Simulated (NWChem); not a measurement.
All runs are NWChem calculations. System: Cl$_{4}$Zr, charge 0, spin multiplicity 1, at a geometry optimised with PBE0/def2-SVP with def2 effective core potentials on Zr. The structure started from a generated list of species. Level: B2PLYP/def2-TZVP with def2 effective core potentials on Zr, 20 core orbitals frozen.

Part of the output:

```
             Northwest Computational Chemistry Package (NWChem) 7.3.0
             --------------------------------------------------------

                                NWChem Input Module
                                -------------------

 Scaling coordinates for geometry "geometry" by  1.889725989
 (inverse scale =  0.529177249)

 Turning off AUTOSYM since
 SYMMETRY directive was detected!

                             Geometry "geometry" -> ""
                             -------------------------

 Output coordinates in angstroms (scale by  1.889725989 to convert to a.u.)

  No.       Tag          Charge          X              Y              Z
 ---- ---------------- ---------- -------------- -------------- --------------
    1 Zr                  40.0000     0.00000000     0.00000000    -0.00000400
    2 Cl                  17.0000     0.00000000    -1.89672200     1.34122100
    3 Cl                  17.0000     0.00000000     1.89672200     1.34122100
    4 Cl                  17.0000     1.89673500     0.00000000    -1.34121600
    5 Cl                  17.0000    -1.89673500     0.00000000    -1.34121600

 Effective nuclear repulsion energy (a.u.)     861.4934500760

            Nuclear Dipole moment (a.u.)
            ----------------------------
        X                 Y               Z
 ---------------- ---------------- ----------------
     0.0000000000     0.0000000000     0.0000188973

      Symmetry information
      --------------------

 Group name             C2v
 Group number             16
 Group order               4
 No. of unique centers     3

      Symmetry unique atoms

     1    2    4


 Summary of "ao basis" -> "" (spherical)
 ------------------------------------------------------------------------------
       Tag                 Description            Shells   Functions and Types
 ---------------- ------------------------------  ------  ---------------------
 *                         def2-tzvp                  on all atoms

 Summary of "ao basis" -> "ao basis" (spherical)
 ------------------------------------------------------------------------------
       Tag                 Description            Shells   Functions and Types
 ---------------- ------------------------------  ------  ---------------------
 Zr                        def2-tzvp                14       40   6s4p3d1f
 Cl                        def2-tzvp                13       37   5s5p2d1f

 Summary of "ao basis" -> "ao basis" (spherical)
 ------------------------------------------------------------------------------
       Tag                 Description            Shells   Functions and Types
 ---------------- ------------------------------  ------  ---------------------
 Zr                        def2-tzvp                14       40   6s4p3d1f
 Cl                        def2-tzvp                13       37   5s5p2d1f

      Symmetry analysis of basis
      --------------------------

        a1         68
        a2         28
        b1         46
        b2         46

            General Information
            -------------------
          SCF calculation type: DFT
          Wavefunction type:  closed shell.
          No. of atoms     :     5
          No. of electrons :    80
           Alpha electrons :    40
            Beta electrons :    40
          Charge           :     0
          Spin multiplicity:     1
          Use of symmetry is: on ; symmetry adaption is: on
          Maximum number of iterations: 100
          AO basis - number of functions:   188
                     number of shells:    66
          Convergence on energy requested:  1.00D-06
          Convergence on density requested:  1.00D-05
          Convergence on gradient requested:  5.00D-04

              XC Information
              --------------
                     Hartree-Fock (Exact) Exchange  0.530
                    Becke 1988 Exchange Functional  0.470
              Lee-Yang-Parr Correlation Functional  0.730

             Grid Information
             ----------------
          Grid used for XC integration:  medium
          Radial quadrature: Mura-Knowles
          Angular quadrature: Lebedev.
          Tag              B.-S. Rad. Rad. Pts. Rad. Cut. Ang. Pts.
[...]
 Vector   42  Occ=0.000000D+00  E=-5.228561D-02  Symmetry=a1
              MO Center= -2.2D-14,  2.3D-14,  4.8D-07, r^2= 2.7D+00
   Bfn.  Coefficient  Atom+Function         Bfn.  Coefficient  Atom+Function
  ----- ------------  ---------------      ----- ------------  ---------------
    21      0.583040  1 Zr d  0              26      0.451660  1 Zr d  0
    31      0.183132  1 Zr d  0              60     -0.146116  2 Cl pz
    97     -0.146116  3 Cl pz               134      0.146114  4 Cl pz
   171      0.146114  5 Cl pz                59     -0.103325  2 Cl py
    96      0.103325  3 Cl py               132      0.103322  4 Cl px

 Vector   43  Occ=0.000000D+00  E=-2.597118D-02  Symmetry=a1
              MO Center= -2.4D-10,  2.4D-10, -1.5D-05, r^2= 3.4D+00
   Bfn.  Coefficient  Atom+Function         Bfn.  Coefficient  Atom+Function
  ----- ------------  ---------------      ----- ------------  ---------------
    23      0.534267  1 Zr d  2              15      0.388433  1 Zr pz
    28      0.386360  1 Zr d  2              33      0.227576  1 Zr d  2
    60     -0.194770  2 Cl pz                97     -0.194770  3 Cl pz
   134     -0.194772  4 Cl pz               171     -0.194772  5 Cl pz
     9     -0.161305  1 Zr pz                57     -0.118215  2 Cl pz

 center of mass
 --------------
 x =   0.00000000 y =   0.00000000 z =  -0.00000008

 moments of inertia (a.u.)
 ------------------
        1797.037863640316           0.000000000000           0.000000000000
           0.000000000000        1797.050180146670           0.000000000000
           0.000000000000           0.000000000000        1797.005278670360

     Multipole analysis of the density
     ---------------------------------

     L   x y z        total         alpha         beta         nuclear
     -   - - -        -----         -----         ----         -------
     0   0 0 0      0.000000    -40.000000    -40.000000     80.000000

     1   1 0 0      0.000000      0.000000      0.000000      0.000000
     1   0 1 0      0.000000      0.000000      0.000000      0.000000
     1   0 0 1     -0.000004     -0.000117     -0.000117      0.000231

     2   2 0 0    -57.041861   -246.924589   -246.924589    436.807317
     2   1 1 0     -0.000000     -0.000000     -0.000000      0.000000
     2   1 0 1     -0.000000     -0.000000     -0.000000      0.000000
     2   0 2 0    -57.041741   -246.921535   -246.921535    436.801330
     2   0 1 1     -0.000000     -0.000000     -0.000000      0.000000
     2   0 0 2    -57.042008   -246.932583   -246.932583    436.823158

                   NWChem MP2 Semi-direct Energy/Gradient Module
                   ---------------------------------------------

  Basis functions       =    188
  Molecular orbitals    =    188
  Frozen core           =     20
  Frozen virtuals       =      0
  Active alpha occupied =     20
  Active beta occupied  =     20
  Active alpha virtual  =    148
  Active beta virtual   =    148
  Use MO symmetry       = T
  Use skeleton AO sym   = T

  AO/Fock/Back tols     =   1.0D-09  1.0D-09  1.0D-09

 GA uses MA = F    GA memory limited = T

 Available:
  local mem=  4.43D+07
 global mem=  1.44D+08
 local disk=  0.00D+00
  mp2_memr nvloc                   148
  nvloc new                   148
   1 passes of  20:        5242880                     220042                 155790747.
   1 passes of  20: M     44307196           G      144108512           F      39064316.
  mp2_memr nvloc                   148
  nvloc new                   148
   2 passes of  10:        5242880                     146072                  77925579.
   2 passes of  10: M     44307196           G      144108512           F      39064316.
  mp2_memr nvloc                   148
  nvloc new                   148
   3 passes of   7:        5242880                     123881                  54566029.
   3 passes of   7: M     44307196           G      144108512           F      39064316.
  mp2_memr nvloc                   148
  nvloc new                   148
   4 passes of   5:        5242880                     109086                  38992995.
   4 passes of   5: M     44307196           G      144108512           F      39064316.

 Semi-direct pass number   1 of   4  for RHF alpha+beta  at       11.8s
  vrange nnbf                 15474
  mp2_eaftype                   148  avail_ma_in_mb                   385
 EAF : mp2_eaftype filesize         148   19496498.
  mp2_eaf for mointskh                    148
Node 0 wrote     91.6 Mb in      0.0 s     Agg I/O rate:  2258.0 Mb/s
 Done moints_semi at       31.3s
  mp2_eaftype                   148  avail_ma_in_mb                   386
 EAF : mp2_eaftype filesize         148   19496498.
  mp2_eaf for kh                   148
 Done maket at       31.6s
 Semi-direct pass number   2 of   4  for RHF alpha+beta  at       31.6s
  vrange nnbf                 15474
  mp2_eaftype                   148  avail_ma_in_mb                   385
 EAF : mp2_eaftype filesize         148   19496498.
  mp2_eaf for mointskh                    148
Node 0 wrote     91.6 Mb in      0.1 s     Agg I/O rate:  1429.8 Mb/s
 Done moints_semi at       51.1s
  mp2_eaftype                   148  avail_ma_in_mb                   386
 EAF : mp2_eaftype filesize         148   19496498.
  mp2_eaf for kh                   148
 Done maket at       51.6s
 Semi-direct pass number   3 of   4  for RHF alpha+beta  at       51.6s
  vrange nnbf                 15474
  mp2_eaftype                   148  avail_ma_in_mb                   385
 EAF : mp2_eaftype filesize         148   19496498.
  mp2_eaf for mointskh                    148
Node 0 wrote     91.6 Mb in      0.0 s     Agg I/O rate:  2330.1 Mb/s
 Done moints_semi at       73.3s
  mp2_eaftype                   148  avail_ma_in_mb                   386
 EAF : mp2_eaftype filesize         148   19496498.
  mp2_eaf for kh                   148
 Done maket at       73.7s
 Semi-direct pass number   4 of   4  for RHF alpha+beta  at       73.7s
  vrange nnbf                 15474
  mp2_eaftype                   148  avail_ma_in_mb                   385
 EAF : mp2_eaftype filesize         148   19496498.
  mp2_eaf for mointskh                    148
Node 0 wrote     91.6 Mb in      0.0 s     Agg I/O rate:  2060.1 Mb/s
 Done moints_semi at       94.3s
  mp2_eaftype                   148  avail_ma_in_mb                   386
 EAF : mp2_eaftype filesize         148   19496498.
  mp2_eaf for kh                   148
 Done maket at       94.8s
 Done multipass loop at       94.8s

          -------------------------------------------
          DFT energy                   -1887.277675485937
          Unscaled MP2 energy             -1.287661915525
          Total DFT+MP2 energy         -1887.625344203129
          -------------------------------------------

 -----------------------
 Performance information
 -----------------------

 Timer overhead =  2.70D-07 seconds/call

               Nr. of calls         CPU time (s)                 Wall time (s)                GFlops
             ---------------    -------------------     ------------------------------   -------------------
Name         Min   Avg   Max    Min     Avg     Max     Min     Avg     Max   Mx/calls   Min     Max     Sum
mp2: moin     4     4     4    81.     81.     81.      81.     81.     81.     20.      0.0     0.0     0.0
mp2: make     4     4     4    1.7     1.7     1.7      1.7     1.7     1.7    0.42      0.0     0.0     0.0
mp2: tota     1     1     1    83.     83.     83.      83.     83.     83.     83.      0.0     0.0     0.0

 The average no. of pstat calls per process was 9.00D+00
 with a timing overhead of 2.43D-06s

 Task  times  cpu:       94.8s     wall:       94.8s

 Total times  cpu:       94.8s     wall:       94.8s
```

Write an NWChem input that would produce this output.

Several could match; the one computed here: 
```
start mol
memory heap 200 mb stack 900 mb global 1100 mb
geometry units angstroms nocenter noautoz
  Zr     0.000000     0.000000    -0.000004
  Cl     0.000000    -1.896722     1.341221
  Cl     0.000000     1.896722     1.341221
  Cl     1.896735     0.000000    -1.341216
  Cl    -1.896735     0.000000    -1.341216
  symmetry group C2v
end
basis spherical
  * library def2-tzvp
end
ecp
  Zr library def2-ecp
end
dft
  xc hfexch 0.53 becke88 0.47 lyp 0.73 mp2 0.27
  dftmp2
  semidirect memsize 60000000 filesize 0
  iterations 100
end
mp2
  freeze core 20
end
task dft energy
```
